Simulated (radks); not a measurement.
Ionisation of neutral krypton, [Kr], to [Ar] 3d10 4s2 4p5 as the strength of local exchange is varied. All-electron calculation, Dirac Kohn-Sham, Slater X-alpha exchange (alpha = 2/3 is LDA exchange), no correlation, spin-unpolarised, spherical densities, finite nucleus; Fermi nuclear charge, rms radius 4.1884 fm. Program: a radial shooting solver on a logarithmic mesh with Libxc functionals.

alpha  E(Kr) (hartree)  exchange (hartree)  IE (eV)  -e of the level emptied (eV)  <r> of it (bohr)
0.613      -2776.54008           -82.34733   12.204                 7.322 (4p3/2)             2.008
0.641      -2780.30395           -86.22299   12.553                 7.632 (4p3/2)             1.994
0.667      -2783.80345           -89.83070   12.880                 7.925 (4p3/2)             1.982
0.865      -2810.59442          -117.58509   15.494                10.289 (4p3/2)             1.895
0.993      -2828.04622          -135.79041   17.293                11.939 (4p3/2)             1.845
x          -2794.73329          -101.12492   13.924                 8.864 (4p3/2)             1.945

Which alpha was used in the last row?

Answer. alpha = 0.748. NIST Atomic Spectra Database: 14.000 eV (measured). The Delta-SCF value meets it near alpha = 0.75. Spin polarisation and multiplet splitting are left out, so open shells lie too high by an amount that depends on their filling.

Beside tabulated values, note that spin-unpolarised runs miss the spin-polarisation part of the exchange energy of open shells.
